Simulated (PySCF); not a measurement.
This PySCF input asks for the NMR shieldings of `CC#[N+][B@@H-](O)CN(C)C`, C5H13BN2O; the geometry comes from GFN2-xTB.

```python
import basis_set_exchange as bse
import numpy as np
from pyscf import gto, dft
from pyscf.prop import nmr

atoms = """
C     4.075920    0.978072   -0.231252
C     2.815427    0.312329   -0.122733
N     1.802814   -0.232817   -0.061859
B     0.401948   -0.723604    0.351687
O     0.454158   -0.921570    1.770901
C    -0.556175    0.532124   -0.183231
N    -1.978018    0.247165   -0.313123
C    -2.279820   -0.653191   -1.402192
C    -2.567762   -0.205805    0.928475
H     4.414309    0.939916   -1.266524
H     4.808984    0.479660    0.403443
H     3.978626    2.019622    0.077139
H     0.256073   -1.749303   -0.226799
H     0.339718   -0.102468    2.251431
H    -0.471420    1.379705    0.509341
H    -0.216643    0.888502   -1.160806
H    -1.843009   -0.259824   -2.319658
H    -1.894392   -1.669523   -1.240029
H    -3.362359   -0.706695   -1.525051
H    -3.643716   -0.316002    0.789660
H    -2.391424    0.545191    1.698420
H    -2.153650   -1.162883    1.271912
"""
names = dict.fromkeys(["C", "N", "B", "O", "H"], "pcSseg-1")
basis = {el: gto.basis.parse(bse.get_basis(n, elements=[el], fmt="nwchem")) for el, n in names.items()}
mol = gto.M(atom=atoms, basis=basis, charge=0, verbose=0)
mf = dft.RKS(mol, xc="PBE0")
mf.grids.level = 2
mf.grids.alignment = dft.numint.BLKSIZE   # the property module wants whole blocks of grid points
mf.conv_tol = 1e-9
mf.kernel()

calc = nmr.RKS(mf)   # GIAO
C = mf.mo_coeff
Co = C[:, mf.mo_occ > 0]
resp = mf.gen_response(singlet=True, hermi=2)
def vind(x):   # induced exchange potential for any number of trial vectors
    d = np.einsum("pi,xij,qj->xpq", C, 2 * x.reshape(-1, C.shape[1], Co.shape[1]), Co, optimize=True)
    return np.einsum("xpq,pi,qj->xij", resp(d - d.transpose(0, 2, 1)), C, Co, optimize=True).ravel()
mo1, _ = nmr.rhf.solve_mo1(calc, with_cphf=vind)
sigma = calc.kernel(mo1)
for i, s in enumerate(sigma):   # ppm
    print("%2d %-2s %9.2f" % (i, mol.atom_pure_symbol(i), np.trace(s) / 3))
```

Question: Give the expected output.

Answer: 
```
 0 C     184.68
 1 C      55.96
 2 N      17.48
 3 B     116.00
 4 O     274.51
 5 C     117.52
 6 N     228.43
 7 C     139.76
 8 C     139.87
 9 H      29.29
10 H      29.19
11 H      29.21
12 H      28.61
13 H      32.06
14 H      29.80
15 H      29.69
16 H      29.66
17 H      29.35
18 H      29.46
19 H      29.59
20 H      29.54
21 H      29.08
```

These numbers come from an equivalent density-fitted implementation of the same equations, which agrees with the script to about 0.01 ppm for H and up to a few tenths of a ppm for heavy atoms, so last digits may differ.

Size and cost of the density-fitted run: 218 basis functions, 98 s wall time on 1 thread of an Arm Neoverse N1, shared host; peak memory 0.96 GiB.
